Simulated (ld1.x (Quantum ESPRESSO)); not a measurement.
copper (Cu): variants of one RRKJ potential

Base potential:

Cu (Z = 29), norm-conserving RRKJ (Kleinman–Bylander form), made with ld1.x (Quantum ESPRESSO) 7.5 (Wu–Cohen, non-relativistic). Core [Ar], reference 3d10 4s0 4p0 (charge +1). Waves: 4p (bound, empty): rc 2.95 bohr; 3d (bound): rc 1.15 bohr; 4s (bound, empty): rc 2.35 bohr. Local part: the s channel. Core correction: Bessel-smoothed model core inside 0.70 bohr.

Cutoffs, loose and tight: the cutoffs (Ry, on a coarse ladder) from which the occupation-weighted sum of valence levels, in a spherical-Bessel basis at the reference potential, stays within 10 and 1 mRy of its value at 400 Ry. They do not see the model core or the augmentation charge, which bear on the density cutoff. Test errors are all-electron minus pseudo excitation energies from the reference, over the configurations 3d10 4s1 4p0; 3d9 4s0 4p0; 3d8 4s0 4p0; 3d10 4s0 4p1; 3d9 4s1 4p1; 3d10 4s0.5 4p0; 3d9 4s1 4p0. A dash means not determined; rows that change the core or the reference have their own tests.

```tsv
change	outcome	cutoff, loose	cutoff, tight	bound ghosts	largest test error (meV)
base	generated	140 Ry	200 Ry	none	-1761
core correction Bessel-smoothed model core inside 0.48 bohr	generated	140 Ry	200 Ry	none	-1760
core correction Bessel-smoothed model core inside 0.62 bohr	generated	140 Ry	200 Ry	none	-1760
core correction Bessel-smoothed model core inside 0.74 bohr	generated	140 Ry	200 Ry	none	-1761
core correction Bessel-smoothed model core inside 0.90 bohr	generated	140 Ry	200 Ry	none	-1762
core correction Bessel-smoothed model core inside 0.98 bohr	generated	140 Ry	200 Ry	none	-1762
core correction Bessel-smoothed model core inside 1.10 bohr	generated	140 Ry	200 Ry	none	-1758
core correction Bessel-smoothed model core inside 1.22 bohr	generated	140 Ry	200 Ry	none	-1750
core correction Bessel-smoothed model core inside 1.38 bohr	generated	140 Ry	200 Ry	none	-1733
```

Task: What comes out with this change to the base: core correction none?

Result: outcome: generated; cutoff, loose: 140 Ry; cutoff, tight: 200 Ry; bound ghosts: none; largest test error (meV): -1513.
